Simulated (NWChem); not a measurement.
# SiNH$_{3}$Cl$_{2}$; SMILES Cl[SiH](N)Cl

Program: NWChem. Pople sets run with spherical d functions. Each level has its own optimisation; frequencies are unscaled. One conformer.

```json
[
 {"level": "B3LYP/3-21G", "r N–Si (Å)": "1.717", "r H–Si (Å)": "1.478", "r H–N (Å)": "1.016", "highest harmonic frequency (cm⁻¹)": "3624", "lowest (cm⁻¹)": "83", "zero-point energy (kcal/mol)": "23.9", "dipole (D)": "4.45"},
 {"level": "Hartree-Fock/6-31G*", "r N–Si (Å)": "1.694", "r H–Si (Å)": "1.457", "r H–N (Å)": "0.999", "highest harmonic frequency (cm⁻¹)": "3887", "lowest (cm⁻¹)": "133", "zero-point energy (kcal/mol)": "25.8", "dipole (D)": "3.00"},
 {"level": "Hartree-Fock/3-21G", "r N–Si (Å)": "1.704", "r H–Si (Å)": "1.462", "r H–N (Å)": "1.001", "highest harmonic frequency (cm⁻¹)": "3838", "lowest (cm⁻¹)": "48", "zero-point energy (kcal/mol)": "25.5", "dipole (D)": "4.74"},
 {"level": "PBE0/def2-SVP", "r N–Si (Å)": "1.703", "r H–Si (Å)": "1.479", "r H–N (Å)": "1.014", "highest harmonic frequency (cm⁻¹)": "3715", "lowest (cm⁻¹)": "129", "zero-point energy (kcal/mol)": "24.1", "dipole (D)": "2.58"}
]
```
